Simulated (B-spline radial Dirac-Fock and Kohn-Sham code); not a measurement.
Photoabsorption cross section of O²⁺ by shell

System: oxygen as O²⁺, [He] 2s2 2p2.

Calculated with a B-spline atomic structure program, using a relativistic central-field model (Hartree-Slater potential of the initial state, Latter tail, multipole expansion of the photon field, Dirac-Fock thresholds).

Computed thresholds (eV): K 595.7, L1 66.59, L2 53.19, L3 53.14.

| photon energy (eV) | total (b) | K (%) | L (%) |
| --- | --- | --- | --- |
| 68 | 3.761e+06 | – | 100.0 |
| 100 | 1.901e+06 | – | 100.0 |
| 300 | 148800 | – | 100.0 |
| 759 | 266200 | 94.3 | 5.7 |
| 3140 | 5154 | 94.0 | 6.0 |
| 9251.7 | 192.1 | 93.7 | 6.3 |
| 15000 | 41.66 | 93.6 | 6.4 |
| 17479.3 | 25.52 | 93.6 | 6.4 |
| 37600 | 2.113 | 93.6 | 6.4 |
| 40000 | 1.724 | 93.6 | 6.4 |
| 48200 | 0.9336 | 93.5 | 6.5 |
| 105000 | 0.07140 | 93.5 | 6.5 |
| 114000 | 0.05447 | 93.5 | 6.5 |
| 150000 | 0.02219 | 93.5 | 6.5 |

Problem. With what power of the photon energy does the total fall between 114000 and 150000 eV?

Solution. As E^-3.27. The non-relativistic Born limit for an s electron far above threshold is E^-3.5; near threshold and at relativistic energies the fall is slower.
